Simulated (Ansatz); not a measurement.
BFH$_{6}$Si$_{2}$ (`FB[SiH2][SiH3]`), one more setting.

```yaml
crystal:
  periodic: [false, false, false]
  atoms:
    - {symbol: F, position_ang: [-2.163503, 0.958122, -1.543064]}
    - {symbol: B, position_ang: [-0.874451, 0.671997, -1.603946]}
    - {symbol: Si, position_ang: [0.304438, 0.908490, 0.028539]}
    - {symbol: Si, position_ang: [0.439168, -1.166360, 1.116794]}
    - {symbol: H, position_ang: [-0.476239, 0.226611, -2.648041]}
    - {symbol: H, position_ang: [-0.226203, 1.920483, 0.983775]}
    - {symbol: H, position_ang: [1.681602, 1.299621, -0.384681]}
    - {symbol: H, position_ang: [0.968509, -2.196705, 0.183321]}
    - {symbol: H, position_ang: [1.340844, -1.082455, 2.296481]}
    - {symbol: H, position_ang: [-0.911065, -1.591103, 1.573723]}
basis:
  gaussian: {orbitals: cc-pVTZ-DK}
hamiltonian: {xc: {name: HF}}
correlation: {method: ccsd, electrons: all}
```

```sh
$ ansatz run in.yaml --threads 2 --pin off --events-out ev --progress --plain --max-ram 4352MiB
```

Shortened log:

```
Functional definition: HF
1227 factors; integrals over basis functions are off by at most 1.2e-3 eV
mean field evaluation 1: about -19232.6573 eV, gradient 2.6e1 eV
mean field evaluation 2: about -19232.8471 eV, gradient 2.7e1 eV
mean field evaluation 4: about -19235.1275 eV, gradient 3.6e0 eV
mean field evaluation 8: about -19235.1940 eV, gradient 1.6e-1 eV
mean field evaluation 16: about -19235.1942 eV, gradient 1.8e-6 eV
mean field -19235.19423505 eV, -706.8803500553 hartree, gradient 1.8e-6 eV, S^2 0.000000; 0 other end points of the search recorded, 0 dependent functions left out
reference -19235.19423505 eV, -706.8803500553 hartree; 24, 24 occupied and 188, 188 virtual orbitals, 1227 factors
second order -20.35677996 eV of doubles, -0.00000000 eV of singles
cycle   1  -21.22839227 eV  change   -8.7e-1 eV  update   1.0e-1
cycle   2  -21.76010638 eV  change   -5.3e-1 eV  update   3.2e-2
cycle   3  -21.87468472 eV  change   -1.1e-1 eV  update   1.8e-2
cycle   4  -21.85909112 eV  change    1.6e-2 eV  update   4.9e-3
cycle   5  -21.85692553 eV  change    2.2e-3 eV  update   2.0e-3
cycle   6  -21.85752347 eV  change   -6.0e-4 eV  update   6.3e-4
cycle   7  -21.85718612 eV  change    3.4e-4 eV  update   2.2e-4
cycle   8  -21.85714431 eV  change    4.2e-5 eV  update   8.1e-5
cycle   9  -21.85720297 eV  change   -5.9e-5 eV  update   3.4e-5
Total energy: -19257.05143803 eV, -707.6835874492 hartree
Relativity: scalar
```

Hardware: 2 threads of an Arm Neoverse V1 on a shared host. Wall time 5.4 min, peak host memory 2.4 GiB.
